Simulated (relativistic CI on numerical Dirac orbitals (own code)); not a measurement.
# Ru⁵⁺: L2,3 absorption edge

Computed with this model: Dirac-Coulomb-Breit CI, separate exchange-only KLI orbitals for each configuration, a model potential for QED, valence Slater integrals scaled by 0.7, multiplet model of core-to-valence dipole absorption; configurations [Kr] 4d3 → [He] 2s2 2p5 3s2 3p6 3d10 4s2 4p6 4d4; 10 K; Lorentzian 2.4 eV and Gaussian 0.5 eV FWHM. Energies are those of the free ion, without screening or charge transfer. The branching ratio is the share of the lower-energy edge in the whole absorption, uncertain by about 0.02 where the edges overlap. S is read from ⟨S²⟩ = S(S + 1).

Field parameters in Wybourne normalisation: D4h B²₀ = −7Ds, B⁴₀ = 21(Dq − Dt), B⁴₄ = 21√(5/14) Dq. The field is a parameter set, without covalency.

free ion: ground-state S = 1.48, centroid 2873.26 eV, branching ratio 0.807. Peaks (eV, height): 2848.5 (100), 2977.8 (19).

D4h, 10Dq = 24000, Ds = -1500, Dt = 860 cm⁻¹: ground-state S = 1.49, centroid 2885.87 eV, branching ratio 0.711. Peaks (eV, height): 2848.5 (100), 2976.8 (42).

D4h, 10Dq = 24000, Ds = 2360, Dt = 860 cm⁻¹: ground-state S = 1.49, centroid 2885.95 eV, branching ratio 0.711. Peaks (eV, height): 2848.5 (100), 2976.8 (42).

The statistical ratio of this edge is 2/3 = 0.667. Values above it arise where the holes sit mainly in the j = l + 1/2 valence subshell or the ground state has high spin; values below it where core-valence Coulomb terms move weight to the upper edge, as in nearly empty shells. At deep edges of heavy elements the radial integrals of the two core levels differ, which raises the baseline.

Strongest unbroadened transitions for D4h, 10Dq = 24000, Ds = -1500, Dt = 860 cm⁻¹:

```tsv
Energy (eV)	Relative strength
2846.32	27.8
2847.83	21.6
2848.00	19.0
2848.18	62.4
2848.20	19.8
2848.21	100.0
2848.24	25.2
2848.35	16.7
2848.63	21.0
2849.22	40.1
2849.32	20.3
2849.95	19.4
2975.72	24.4
2976.53	28.1
2976.80	33.1
2976.86	39.3
2976.87	24.3
2976.96	23.2
```
